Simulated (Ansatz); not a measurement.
`[CH3][AlH][Zn][CH3]` → Al• + 2 C• + 7 H• + Zn (atom)  (atomization)

Gas-phase electronic energies from Ansatz, PBE0-D4/def2-TZVP geometries. CCSD(T)/CBS adds triple-zeta CCSD(T) − MP2 to the extrapolated MP2 energy (def2 sets, frozen cores). This one scheme is used for every species, atoms too. For atomizations the MP2-based limit and the directly extrapolated one differ by several kJ/mol either way, and by 10 to 25 for some Ge, Se and Sn compounds, so smaller differences from it don't rank the levels. Functionals use def2-TZVPP. HSE06 is defined as in plane-wave codes. Open shells (•) are unrestricted, without spin–orbit coupling. Spin–orbit coupling would lower the free atoms: a little for Al, C. Bonds to Zn are less sure, by a few kJ/mol each and by 10 to 20 or more in all where they break to atoms, as the def2 sets lack core-valence functions. Scalar relativity is left out up to krypton. Each species was taken in one conformer, which may not be the lowest.

CCSD(T)/CBS gives +3421.9 kJ/mol.

(1) Another level gave +3411.0 kJ/mol. Which?
A. HSE06/def2-TZVPP
B. r2SCAN/def2-TZVPP
C. HF/def2-TZVPP
D. CAM-B3LYP/def2-TZVPP

Largest T1 diagnostic among the species: 0.018.

Results:

(1) A. HSE06 3411.0, HF/def2-TZVPP 2590.5, r2SCAN 3441.6, CAM-B3LYP 3416.7 kJ/mol.

The D4 term adds +25.8 kJ/mol with B3LYP and +13.6 kJ/mol with PBE0; it sums over pairs of atoms, weighted by their polarisabilities, and B3LYP, whose exchange is more repulsive, gets the larger term. At CCSD(T), def2-SVP lies −161.7 kJ/mol from the extrapolated value and def2-TZVPP −73.9 kJ/mol: correlation converges slowly with the basis, and small sets miss more of it in the bonded molecule than in its fragments.

B3LYP here is the variant with VWN-RPA as its local correlation; programs differ in this.
